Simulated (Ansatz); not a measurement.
Relaxation of C$_{2}$H$_{5}$FN$_{2}$Se (11 atoms, charge 0, multiplicity 1), to a largest force component of 0.015 eV/Å in at most 40 steps.

Method: RKS B3LYP-D4/def2-SVP in Ansatz 0.2.0.

```xyz
11
Properties=species:S:1:pos:R:3
N 1.495 0.000 -0.847
C 0.043 0.346 -0.568
F -0.647 0.825 -1.701
N -0.585 -0.785 0.003
C -0.973 -0.138 1.250
Se -0.116 1.595 0.925
H 1.495 -0.629 -1.652
H 1.937 0.941 -1.206
H 0.019 -1.554 0.250
H -0.519 -0.646 2.165
H -2.083 -0.012 1.401
```

Where does it end, and by what steps?

The run converged. After 11 steps the energy has fallen by 0.578 eV; H9 moved furthest, 0.38 Å.

| step | energy less start (eV) | largest force component (eV/Å) | accepted |
| --- | --- | --- | --- |
| 0 | 0.0000 | 3.281 | yes |
| 1 | -0.4734 | 1.388 | yes |
| 2 | -0.5518 | 0.260 | yes |
| 3 | -0.5604 | 0.084 | yes |
| 4 | -0.5654 | 0.122 | yes |
| 5 | -0.5716 | 0.171 | yes |
| 6 | -0.5744 | 0.103 | yes |
| 7 | -0.5771 | 0.061 | yes |
| 8 | -0.5775 | 0.052 | yes |
| 9 | -0.5778 | 0.019 | yes |
| 10 | -0.5779 | 0.028 | yes |
| 11 | -0.5780 | 0.013 | yes |

```xyz
11
Properties=species:S:1:pos:R:3
N 1.451 0.035 -0.806
C 0.070 0.343 -0.637
F -0.492 0.707 -1.847
N -0.703 -0.680 0.007
C -0.942 -0.137 1.339
Se -0.299 1.674 0.813
H 1.557 -0.580 -1.619
H 1.988 0.879 -1.005
H -0.254 -1.594 -0.007
H -0.310 -0.566 2.134
H -1.999 -0.138 1.648
```

Whether the end is a true minimum wasn't checked by a vibrational analysis.

The run took 59 s on 2 threads of Arm Neoverse V1 (shared host), peak memory 0.35 GiB.
